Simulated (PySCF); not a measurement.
C₂H₆N₂OSi, SMILES N[Si@@H]1COC=N1.

Geometry: B3LYP-D3(BJ)/def2-SVP. The structure was generated by enumeration; whether it is a known compound was not checked. Other conformers were not sampled.

Two levels are set side by side: PBE/def2-TZVP (PySCF) and r2SCAN/def2-TZVP (PySCF). Same geometry, gas phase. Differences are taken from unrounded values.

```json
[
 {"quantity": "orbital gap (eV)", "r2SCAN": "5.46"},
 {"quantity": "highest occupied level (eV)", "r2SCAN": "-6.25"},
 {"quantity": "lowest empty level (eV)", "r2SCAN": "-0.78"},
 {"quantity": "dipole moment (D)", "r2SCAN": "1.75"},
 {"quantity": "mean polarisability (bohr³)", "r2SCAN": "62.9"}
]
```

**Question.** What does PBE give, and how far is it from r2SCAN? (An estimate is asked for; the answer gives what the named calculation found.)

**Answer.** 
| quantity | PBE | PBE minus r2SCAN |
|---|---|---|
| orbital gap (eV) | 4.92 | -0.55 |
| highest occupied level (eV) | -5.95 | 0.29 |
| lowest empty level (eV) | -1.04 | -0.25 |
| dipole moment (D) | 1.74 | -0.01 |
| mean polarisability (bohr³) | 64.8 | 2.0 |

Rough cost on one machine, each run with all the roots and properties that it gave: r2SCAN against PBE about 4 times.
